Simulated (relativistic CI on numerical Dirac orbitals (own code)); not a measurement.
# Co⁴⁺ in a cubic cluster: 1s photoemission with charge transfer

Computed with a charge-transfer multiplet model of a cubic metal-ligand cluster with up to 3 ligand holes, Slater and spin-orbit integrals from Dirac-Coulomb-Breit ions, Slater integrals scaled by 0.7. The ground state mixes d5 with configurations of k ligand holes L, whose averages lie at kΔ + k(k − 1)U_dd/2; a core hole lowers each added d electron by U_cd. 20 K, Lorentzian 1.1 eV and Gaussian 0.6 eV FWHM.

Atomic integrals in eV (Slater integrals scaled, ζ unscaled), ground: F2dd 9.508, F4dd 5.971, zeta_d 0.080; with the core hole: F2dd 10.618, F4dd 6.692, zeta_d 0.111, G2cd 0.064.

Cluster parameters (eV): Δ = -0.1, U_dd = 7.6, 10Dq = 1.8, 10Dq(ligand) = 0.2, V(eg) = 3.8, V(t2g) = -1.93, final-state hopping factor = 0.9.

| Case | n_d | d5 | d6L | d7L2 | d8L3 | S |
| --- | --- | --- | --- | --- | --- | --- |
| U_cd = 8.2 eV | 5.94 | 0.27 | 0.53 | 0.18 | 0.01 | 0.51 |
| U_cd = 8.8 eV | 5.94 | 0.27 | 0.53 | 0.18 | 0.01 | 0.51 |
| U_cd = 9.4 eV | 5.94 | 0.27 | 0.53 | 0.18 | 0.01 | 0.51 |

Weights, n_d and S are thermal averages at 20 K. Binding energies count from the first peak over 30 % of the highest in each spectrum, which can be another peak from case to case. The parameters are a model scan and need not match a compound or its usual spin state. Peaks in eV (height, largest 100):
- U_cd = 8.2 eV: 0.0 (100), 12.6 (15)
- U_cd = 8.8 eV: 0.0 (100), 12.7 (18)
- U_cd = 9.4 eV: 0.0 (100), 12.8 (22)

Curve for U_cd = 8.8 eV (points under 2 left out, the grid thinned):

(E (eV), Intensity): (-3.3, 3.3), (-3.0, 3.9), (-2.6, 5.2), (-2.3, 6.6), (-1.9, 9.6), (-1.6, 13.3), (-1.3, 19.4), (-0.9, 35.7), (-0.6, 58.2), (-0.3, 86.2), (0.1, 98.0), (0.4, 76.1), (0.8, 41.4), (1.1, 25.7), (1.4, 17.0), (1.8, 11.0), (2.1, 8.7), (2.5, 7.3), (2.8, 6.8), (3.1, 6.2), (3.5, 4.8), (3.8, 3.8), (4.1, 3.0), (4.5, 2.4), (4.8, 2.1), (9.5, 2.1), (9.8, 2.4), (10.1, 2.8), (10.5, 3.8), (10.8, 5.2), (11.2, 8.0), (11.5, 10.1), (11.8, 12.0), (12.2, 15.3), (12.5, 17.8), (12.9, 17.5), (13.2, 14.1), (13.5, 10.0), (13.9, 6.0), (14.2, 4.3), (14.5, 3.2), (14.9, 2.3), (23.2, 2.0), (23.6, 2.2), (23.9, 2.1)

For the case U_cd = 9.4 eV, Δ = -0.1 eV is smaller than U_dd = 7.6 eV, the charge-transfer side of the Zaanen-Sawatzky-Allen scheme (negative Δ: between configuration averages a ligand hole costs less than the nominal valence; multiplet and field energies can change this for the lowest states). With the core hole the configuration with one ligand hole lies at Δ − U_cd = -8.3, -8.9, -9.5 eV from the one without, in the order of the table; where this is negative the screened configuration lies lower.
